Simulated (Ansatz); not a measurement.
## What each rung costs, and what it gives

Saddle point of HfH2Cl2O2, closed shell (HfH₂Cl₂O₂ ([OH][Hf]([OH])([Cl])[Cl]) → HfCl₂O ([O][Hf]([Cl])[Cl]) + H₂O (still joined by a long Hf–O bond); bonds formed: O2–H4; bonds broken: O3–H4; bonds weakened to dative contacts: Hf1–O2), PBE0-D4/def2-TZVP structure:

```csv
atom,x (Å),y (Å),z (Å)
Hf1,-0.3035,0.0058,0.7043
O2,0.7848,-0.5040,-1.0632
O3,-1.2894,0.5838,-0.7044
H4,-0.1713,0.0811,-1.3322
Cl5,0.6735,1.7781,1.9212
Cl6,-1.3028,-1.7684,1.9047
H7,1.6087,-0.1765,-1.4303
```

Barriers are electronic and count from the start structure reached by relaxing down the imaginary mode.

Computed with Ansatz 0.2.0 (basis: as named in each row); correlated methods freeze the cores. Core potentials replace the inner electrons of the atoms past krypton. B3LYP uses VWN-RPA correlation. Extrapolation: Hartree–Fock as exp(−7.88 √X), correlation as X^−2.97.

Times are rough, for one single point on 8 threads of a shared host (AMD EPYC 9R45).

The estimate by CCSD(T) at an estimated basis limit (MP2 extrapolated from triple and quadruple zeta, plus CCSD(T) − MP2 in triple zeta) is 2.214 eV.

| method | basis | time (s) | barrier (eV) | method less estimate |
| --- | --- | --- | --- | --- |
| SPW92 | def2-SVP | under 1 | 1.759 | -0.455 |
| PBE-D4 | def2-SVP | under 1 | 1.871 | -0.343 |
| PBE0-D4 | def2-SVP | under 1 | 2.105 | -0.109 |
| SPW92 | def2-TZVPP | under 1 | 1.822 | -0.392 |
| PBE-D4 | def2-TZVPP | under 1 | 1.924 | -0.290 |
| BLYP-D4 | def2-TZVPP | under 1 | 2.064 | -0.150 |
| B3LYP-D4 | def2-TZVPP | under 1 | 2.225 | 0.011 |
| BHLYP-D4 | def2-TZVPP | under 1 | 2.476 | 0.262 |
| PBE0-D4 | def2-TZVPP | under 1 | 2.134 | -0.080 |
| CAM-B3LYP-D4 | def2-TZVPP | under 1 | 2.302 | 0.088 |
| r2SCAN-D4 | def2-TZVPP | 1 | 2.083 | -0.131 |
| r2SCAN0-D4 | def2-TZVPP | 1 | 2.231 | 0.017 |
| B2PLYP | def2-TZVPP | 1 | 2.146 | -0.068 |
| RPA on PBE | def2-TZVPP | 1 | 2.111 | -0.104 |
| wB97M-V | def2-SVP | 1 | 2.224 | 0.010 |
| PBE-QIDH | def2-TZVPP | 1 | 2.160 | -0.054 |
| CCSD(T) | def2-SVP | 2 | 2.214 | 0.000 |
| B97M-V | def2-TZVPP | 2 | 2.280 | 0.066 |
| wB97X-V | def2-TZVPP | 2 | 2.279 | 0.065 |
| wB97M-V | def2-TZVPP | 2 | 2.266 | 0.052 |
| MP2 | def2-QZVPP | 3 | 2.053 | -0.162 |
| CCSD(T) | def2-TZVPP | 29 | 2.178 | -0.036 |

All methods are single points on the PBE0-D4 structures.

The T1 diagnostic stays at or below 0.018.

Labels in which every atom is bracketed show which atoms are joined, not bond orders.
